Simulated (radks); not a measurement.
Results of a calculation; reference values are marked as such.
Species: the tantalum ion Ta+. Configuration: [Xe] 4f14 5d3 6s1.

Code: a radial shooting solver on a logarithmic mesh with Libxc functionals. Model: scalar-relativistic Kohn-Sham, BLYP, spin-polarised, spherical densities, finite nucleus; open shells are filled with parallel spins first (spin-orbit coupling, left out, can overturn this in heavy ions); Fermi nuclear charge, rms radius 5.3507 fm.

Energy parts (eV):
| part | energy |
|---|---|
| total | -424578.63 |
| kinetic | 466352.78 |
| electron-nucleus | -1047927.89 |
| Hartree | 165592.00 |
| exchange-correlation | -8595.52 |

Orbitals (lengths in bohr, moments of r in powers of bohr; r(max) is where P^2 peaks; r(90%) holds 90 % of the orbital's charge):
orbital,occ.,eigenvalue (eV),r(90%),<r^2>,r(max)
1s up,1,-67360.54,0.0340,0.0004788,0.01168
1s down,1,-67360.53,0.0340,0.0004788,0.01168
2s up,1,-11579.72,0.122,0.007376,0.06686
2s down,1,-11579.61,0.122,0.007376,0.06686
2p up,3,-10151.39,0.115,0.006083,0.05476
2p down,3,-10151.29,0.115,0.006082,0.05476
3s up,1,-2657.737,0.300,0.04796,0.1887
3s down,1,-2657.706,0.300,0.04796,0.1887
3p up,3,-2232.749,0.306,0.04865,0.1865
3p down,3,-2232.712,0.306,0.04865,0.1865
3d up,5,-1736.083,0.288,0.04038,0.1519
3d down,5,-1736.010,0.288,0.04038,0.1519
4s up,1,-547.0435,0.659,0.2377,0.4288
4s down,1,-546.9404,0.659,0.2377,0.4288
4p up,3,-407.5798,0.709,0.2706,0.4495
4p down,3,-407.4813,0.709,0.2706,0.4495
4d up,5,-228.9131,0.785,0.3175,0.4613
4d down,5,-228.7927,0.785,0.3172,0.4613
4f up,7,-31.5621,1.08,0.5263,0.4411
4f down,7,-31.2765,1.07,0.5165,0.4409
5s up,1,-80.2721,1.59,1.368,0.9893
5s down,1,-79.1903,1.58,1.354,0.9865
5p up,3,-46.8739,1.91,1.917,1.127
5p down,3,-45.4271,1.89,1.890,1.121
5d up,3,-11.0484,3.31,5.245,1.584
5d down,0,-9.1556,3.40,5.459,1.567
6s up,1,-12.1594,4.38,10.25,2.642

The highest occupied level is 5d up at -11.048 eV. Spin moment in Bohr magnetons: 4. For comparison, the ionisation energy in NIST's Atomic Spectra Database is 16.2 eV (semi-empirical). In exact Kohn-Sham theory the highest level is minus the ionisation energy, but local and semilocal functionals leave it too shallow, through self-interaction and a potential that decays too fast; potentials with the right tail come closer.
